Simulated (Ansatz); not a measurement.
A single point on C3H7AlOSi.

```yaml
crystal:
  periodic: [false, false, false]
  atoms:
    - {symbol: C, position_ang: [-1.948278, -0.888977, -0.409548]}
    - {symbol: C, position_ang: [-0.740504, -0.331513, -0.282249]}
    - {symbol: Al, position_ang: [-0.192120, 1.505941, -0.863105]}
    - {symbol: Si, position_ang: [0.659019, -1.122261, 0.602434]}
    - {symbol: C, position_ang: [1.725567, 0.460376, 0.904290]}
    - {symbol: O, position_ang: [1.391866, 1.498802, 0.335058]}
    - {symbol: H, position_ang: [-2.208500, -1.877984, -0.030059]}
    - {symbol: H, position_ang: [-2.770345, -0.376258, -0.909491]}
    - {symbol: H, position_ang: [-1.072327, 2.714010, -0.314838]}
    - {symbol: H, position_ang: [0.526788, 1.608829, -2.282918]}
    - {symbol: H, position_ang: [0.445820, -1.763792, 1.929988]}
    - {symbol: H, position_ang: [1.572395, -1.988256, -0.197180]}
    - {symbol: H, position_ang: [2.630919, 0.526082, 1.532420]}
basis:
  gaussian: {orbitals: def2-QZVPP}
correlation: {method: mp2}
```

```sh
$ ansatz run in.yaml --threads 4 --pin off --events-out ev --progress --plain --max-ram 10444MiB
```

Output, abridged:

```
Functional definition: HF
3429 factors; integrals over basis functions are off by at most 9.0e-4 eV
mean field evaluation 1: about -19681.4635 eV, gradient 4.4e1 eV
mean field evaluation 2: about -19681.6445 eV, gradient 4.4e1 eV
mean field evaluation 4: about -19686.9011 eV, gradient 6.0e0 eV
mean field evaluation 8: about -19687.0200 eV, gradient 3.5e-1 eV
mean field -19687.02085521 eV, -723.4846720870 hartree, gradient 2.0e-6 eV, S^2 0.000000; 0 other end points of the search recorded, 0 dependent functions left out; unrestricted orbitals would lower it
mean field evaluation 16: about -19686.9269 eV, gradient 1.4e0 eV
14 core orbitals not correlated: weight in the atoms' cores, before any rotation towards them, 1.000 or more for the frozen orbitals, at most 0.000 for the correlated occupied ones
reference -19687.02085521 eV, -723.4846720870 hartree; 16, 16 occupied and 548, 548 virtual orbitals, 3429 factors
second order -26.33983984 eV of doubles, -0.00000000 eV of singles
Total energy: -19713.36069505 eV, -724.4526433473 hartree
```

It took 48 s on 4 threads of an Arm Neoverse V1 on a shared host, with 4.8 GiB of host memory at the peak.
